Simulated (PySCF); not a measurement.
**Structure from 2D NMR**

Compound of formula C₂H₅ClF₄Si₂. Correlations simulated from computed shifts and the bond graph:

HSQC (one-bond C–H):
```
  δH    δC
5.64  86.3
```

COSY cross peaks (H two or three bonds apart, from the bond graph; peaks can be absent where the dihedral angle is near 90°):
```
  δH    δH
5.64  5.30
5.64  4.14
```

HMBC (two and three bonds, from the bond graph):
```
  δH           δC
5.64        137.5
5.30  137.5, 86.3
4.14         86.3
```

Carbons without hydrogens: δ 137.5.

PySCF 2.14 calculation with GIAO PBE0/pcSseg-1 shieldings and structure optimised with GFN2-xTB; one averaged value for each set of equivalent atoms, non-relativistic, no solvent, one computed conformer.

Referencing at the same level of theory: $^{1}$H, $^{13}$C vs TMS.

Exchangeable hydrogens are left out of these lists.

**Question.** Which molecule is this?

**Answer.** `F[C@@H]([SiH3])[Si@@H](Cl)C(F)(F)F`.

Atoms are numbered as in `[F:1][C@@H:2]([SiH3:3])[Si@@H:4]([Cl:5])[C:6]([F:7])([F:8])[F:9]`. Hydrogens are named by the atom that carries them.

1. δC 137.5 is C6, a CF3 carbon.
2. δC 86.3 is C2, an sp3 CH bonded to F and 2 Si (δH 5.64).
3. HMBC from δH 5.64 reaches the proton-free carbon C6.
4. HMBC from δH 5.30 reaches the proton-free carbon C6.
5. COSY links 5.64–5.30, 5.64–4.14.

The shifts were computed for this structure.

Shifts are as computed. Against solution values, carbons near 30 ppm lie about +3 ppm off and those near 130 ppm about +5 ppm. Of 1211 compounds with measured shifts, 218 miss one by over three times the rms of a fit or turn the order of signals round; such compounds aren't used in these exercises.
